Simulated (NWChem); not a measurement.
A series in which one site is exchanged, each optimised at PBE0/def2-SVP with NWChem, gas phase unless a solvent is named. All stand in one matching conformer (torsions within 35°), which need not be the lowest. Low-valent species are run as closed-shell singlets; no triplet was tried in these runs. For some, no frequency run checked for a minimum. def2 effective core potentials on Sn, Pb; no spin-orbit coupling.

A: [Pb]([NH2])[NH2] (PbN$_{2}$H$_{4}$; site = Pb)
B: N[Si]N (SiN2H4; site = Si)
C: [NH2][Sn][NH2] (SnN$_{2}$H$_{4}$; site = Sn)
D: [NH2][Ge][NH2] (GeN2H4; site = Ge)

Values for A:

| Property | Value |
|---|---|
| dipole (D), PBE0/def2-SVP | 0.21 |
| orbital gap (eV), PBE0/def2-SVP | 4.92 |
| static polarisability, CAM-B3LYP/def2-SVPD (bohr³) | 63.1 |
| lowest singlet excitation, CAM-B3LYP/def2-SVPD, TDA (eV) | 4.54 |

Q: How do these values change for the other members?

A: 
| change from A | B | C | D |
|---|---|---|---|
| dipole (D), PBE0/def2-SVP | +2.22 | +0.68 | +1.60 |
| orbital gap (eV), PBE0/def2-SVP | +1.29 | +0.48 | +1.39 |
| static polarisability, CAM-B3LYP/def2-SVPD (bohr³) | -14.0 | -2.0 | -12.0 |
| lowest singlet excitation, CAM-B3LYP/def2-SVPD, TDA (eV) | +0.99 | +0.44 | +0.92 |
